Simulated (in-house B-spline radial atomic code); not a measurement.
**RPA and G0W0 on r2SCAN: Zn⁺**

Configuration [Ar] 3d10 4s1, highest spin, mean-field start r2SCAN. Computed with an all-electron radial atomic-structure program (B-spline basis): all electrons, non-relativistic, point nucleus, each spin shell either full or empty, empty states to l = 9 with an (l + 1/2)⁻⁴ tail; G0W0 by contour deformation at full frequency.

Command:
```bash
python run_gw.py task.json out
```
Settings (radii: box in bohr, nucleus in fm):
```
Z                        30
electrons                29
configuration            [Ar] 3d10 4s1
hamiltonian              nr
method                   r2scan
lmax                     9
spin_polarised           True
box_radius               23.78
intervals                53
ion_configuration        [Ar] 3d10
```

Cost of the run: 6.1 s on 1 thread of Arm Neoverse N1 (shared host).

Energies (hartree):

| term | value |
| --- | --- |
| mean-field total | -1779.08367 |
| Hartree-Fock functional on these orbitals | -1777.54528 |
| direct second order | -2.6921 |
| second-order exchange | 0.77053 |
| SOSEX correction | 0.67949 |

What is the RPA correlation energy, and what remains with SOSEX?

RPA gives -2.1762 hartree (-2.04 eV per electron); RPA + SOSEX gives -1.4967, and the second-order doubles -1.9215 hartree (no singles). RPA lacks exchange-type terms and so overcorrelates at short range.

Quasi-particle levels (eV):

```tsv
level	occupied	mean field	Σx - vxc	Σc	QP weight	G0W0
4s up	yes	-14.569	-2.42	?	?	?
4s down	no	-12.265	5.42	-2.38	0.913	-9.228
```

G0W0 = mean field + (Σx - vxc) + Σc, with Σc (partial-wave tail included) taken at the quasi-particle energy. Only the outer levels were computed. Levels of low weight are left out.

Where does G0W0 put 4s up?

At -18.346 eV, with Σc = -1.36 eV and a quasi-particle weight of 0.941. The tabulated removal energy is 17.964 eV (NIST, measured); the calculation leaves out relativity, Breit and QED terms, and what these don't explain is the method's own error.

What does it cost to remove one electron (to [Ar] 3d10) by differences of total energies, each species on its own start (correlation terms add to the Hartree-Fock functional)?

r2SCAN 18.180 eV, Hartree-Fock functional 16.367 eV, + RPA 18.174 eV, + RPA + SOSEX 17.428 eV, + second order 18.481 eV. Tabulated: 17.964 eV (NIST, measured); the calculation leaves out relativity, Breit and QED terms, and what these don't explain is the method's own error.
